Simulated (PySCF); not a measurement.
Si(H)3(OAc) (C2H6O2Si), SMILES O(C(C)=O)[SiH3]. Geometry: PBE-D3(BJ)/def2-SVP.

Calculation: PySCF with PBE-D3(BJ)/def2-SVP.

Harmonic wavenumbers (cm⁻¹): 87, 124, 141, 215, 366, 564, 577, 673, 682, 768, 903, 905, 924, 936, 977, 1010, 1250, 1334, 1386, 1394, 1763, 2195, 2209, 2213, 2994, 3078, 3128. Rotational constants (GHz): 9.778, 2.531, 2.089; symmetry number 1.

Task: Work out the zero-point energy and the ideal-gas rigid-rotor harmonic-oscillator thermochemistry at 298.15 K and 1 atm.

Result: ZPE = ½ Σ hcν = ½ × 32796 cm⁻¹ = 46.88 kcal/mol. H − E(el) = 51.76 kcal/mol. Entropy in cal/(mol K): translation 39.41, rotation 26.23, vibration 15.38, total 81.02. G − E(el) = 27.61 kcal/mol. Cp = 25.00 cal/(mol K). Modes under 150 cm⁻¹ make the vibrational entropy uncertain.
